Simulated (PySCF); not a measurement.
CH4O3, SMILES OC(O)O. Atoms are numbered in the order given.

```xyz
8

O     -0.1606     0.7062     1.0927
C      0.3448     0.0213     0.0000
O     -0.0352    -1.3245     0.0000
O     -0.1606     0.7062    -1.0927
H      0.1658     0.2476     1.8780
H      1.4572    -0.0077     0.0000
H     -1.0069    -1.3180     0.0000
H      0.1658     0.2476    -1.8780
```

Geometry: r2SCAN-D4/def2-SVP. The values are those of a single conformer.

Level of theory: PBE0/pcJ-1 in PySCF.

Isotropic couplings with Fermi-contact, spin-dipole and both spin-orbit terms, one fixed conformer, no vibrational averaging. Isotopes: 13C, 1H.

Problem. Estimate the spin–spin coupling constants. (An estimate is asked for; the answer gives what the named calculation found.)

Solution. 
| pair | bonds apart | J (Hz) |
|---|---|---|
| C2–H6 | 1 | 182.0 |
| C2–H5 | 2 | -2.1 |
| C2–H7 | 2 | -5.7 |
| C2–H8 | 2 | -2.1 |
| H5–H6 | 3 | 0.6 |
| H6–H7 | 3 | 14.7 |
| H6–H8 | 3 | 0.6 |
| H5–H7 | 4 | -0.3 |
| H5–H8 | 4 | 4.6 |
| H7–H8 | 4 | -0.3 |
